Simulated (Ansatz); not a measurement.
`C[SiH2]O` and `C[SiH2]O[SiH3]` differ in one atom or group.

Ansatz, PBE0-D4/def2-TZVP geometries, multiplicity 1. Each molecule was computed in one conformer, which needn't be the lowest.

```csv
property,`C[SiH2]O`
size of the dipole moment (PBE/def2-TZVPP) / D,1.65
HOMO–LUMO gap (PBE/def2-TZVPP) / eV,6.55
HOMO–LUMO gap (B3LYP/def2-TZVPP) / eV,8.37
LUMO energy (B3LYP/def2-TZVPP) / eV,0.16
size of the dipole moment (ωB97M-V/def2-TZVPP) / D,1.68
LUMO energy (ωB97M-V/def2-TZVPP) / eV,2.02
```

Task: What does the change do to each property? (An estimate is asked.)

Result: Computed: 
| property | `C[SiH2]O[SiH3]` | shift |
| --- | --- | --- |
| size of the dipole moment (PBE/def2-TZVPP) / D | 0.74 | -0.91 |
| HOMO–LUMO gap (PBE/def2-TZVPP) / eV | 6.33 | -0.22 |
| HOMO–LUMO gap (B3LYP/def2-TZVPP) / eV | 8.21 | -0.16 |
| LUMO energy (B3LYP/def2-TZVPP) / eV | -0.12 | -0.28 |
| size of the dipole moment (ωB97M-V/def2-TZVPP) / D | 0.67 | -1.01 |
| LUMO energy (ωB97M-V/def2-TZVPP) / eV | 1.77 | -0.25 |

With PBE0 the HOMO falls by 0.10 eV and the LUMO falls by 0.39 eV, so the gap narrows by about 0.29 eV. PBE moves the HOMO by -0.17 eV and ωB97M-V by -0.10 eV. The zero-point energy changes by 42.5 kJ/mol with +9 modes. Dipoles are sizes alone; their direction can turn.

B3LYP here is the variant with VWN-RPA as its local correlation; programs differ in this.
